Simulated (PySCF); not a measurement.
VF4, SMILES [F][V+]([F])([F])[F], charge +1, multiplicity 1. Geometry optimised at PBE-D3(BJ)/def2-SVP. The spin state was assumed, not searched. The isomer is the one that the SMILES or the coordinates give; other isomers of the formula were not compared.

Method: PBE-D3(BJ)/def2-SVP run with PySCF.

Harmonic wavenumbers (cm⁻¹): 223, 223, 242, 242, 242, 780, 909, 909, 909. Rotational constants (GHz): 3.630, 3.630, 3.630; symmetry number 12.

Q: Work out the zero-point energy and the ideal-gas rigid-rotor harmonic-oscillator thermochemistry at 298.15 K and 1 atm.

A: ZPE = ½ Σ hcν = ½ × 4680 cm⁻¹ = 27.99 kJ/mol. H − E(el) = 45.22 kJ/mol. Entropy in J/(mol K): translation 169.15, rotation 89.42, vibration 41.24, total 299.81. G − E(el) = -44.17 kJ/mol. Cp = 79.64 J/(mol K).
